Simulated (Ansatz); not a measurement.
Total energies of BaSe2 from Ansatz at PBE-D4/def2-TZVP, gas phase (1 Eh = 27.2114 eV = 2625.5 kJ/mol). The reference geometry is relaxed at PBE0-D4/def2-TZVP.

Cartesian coordinates in Å:
```
Ba 1.6027 -0.5860 0.2477
Se -0.4592 1.3826 0.2393
Se -1.1435 -0.7966 -0.4870
```

```
                 state                      geometry  energy (Eh)
      charge 0 singlet                     reference  -4828.00925
      charge 1 doublet                     reference  -4827.78426
      charge 0 triplet  relaxed at PBE0-D4/def2-TZVP  -4827.96614
      charge 0 quintet  relaxed at PBE0-D4/def2-TZVP  -4827.88233
free Ba atom (singlet)                             –    -25.46690
free Se atom (triplet)                             –  -2401.12489
```

In the def2 sets Ba takes a core potential; there is no spin–orbit coupling.

Question: Work out the vertical ionisation energy to the doublet.

Answer: E(charge 1 doublet) − E(charge 0 singlet) = -4827.78426 − (-4828.00925) = 0.22499 Eh = 6.12 eV. For comparison, −ε of the highest occupied level is 3.50 eV at this level, 2.62 eV less.

Question: Which of the charge 0 states is lowest, and how far above it are the others?

Answer: The singlet. triplet: -4827.96614 − (-4828.00925) = 0.04311 Eh = 113.2 kJ/mol; quintet: -4827.88233 − (-4828.00925) = 0.12692 Eh = 333.2 kJ/mol.

Question: What is the binding energy per atom against free atoms?

Answer: Atoms: 1 × (-25.46690) + 2 × (-2401.12489) = -4827.71668 Eh. Binding: -4827.71668 − (-4828.00925) = 0.29257 Eh = 7.96 eV, or 2.65 eV for each of 3 atoms (no zero-point energy, no counterpoise term).

The structure comes from a short search, and lower isomers may exist.
